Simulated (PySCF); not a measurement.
Radial density of Kr²⁺ (krypton, charge +2)

B2PLYP, [Ar] 3d10 4s2 4p4, high-spin 3P determinant. All numbers are calculated (PySCF 2.14, the spin-free X2C one-electron Hamiltonian (Gaussian nucleus), in x2c-QZVPPall (11s8p5d4f1g, 97 functions)).

```csv
r (bohr),4πr²ρ (e/bohr),4πr²(ρα − ρβ)
0.000726,0.3694,0.0000
0.00122,0.9130,0.0000
0.00206,2.208,0.0000
0.00346,5.155,0.0000
0.00581,11.31,0.0000
0.00978,22.27,0.0003
0.0165,36.58,0.0026
0.0277,44.90,0.0140
0.0465,39.13,0.0537
0.0783,40.44,0.1218
0.132,53.58,0.0811
0.221,34.07,0.0073
0.373,35.48,0.3045
0.627,24.89,-0.0062
1.05,6.447,0.8561
1.77,3.753,1.2892
2.98,0.4586,0.1761
5.02,0.003414,0.0010
```

Densities and radii are taken from the X2C orbitals without a picture-change correction, which distorts them close to the nucleus.

Task: Where is the radial spin density 4πr²(ρα − ρβ) most negative, and why is it negative at all?

Result: Around r = 0.627 bohr, down to -0.0062 e/bohr: exchange with the open shell polarises the paired shells in an unrestricted calculation.
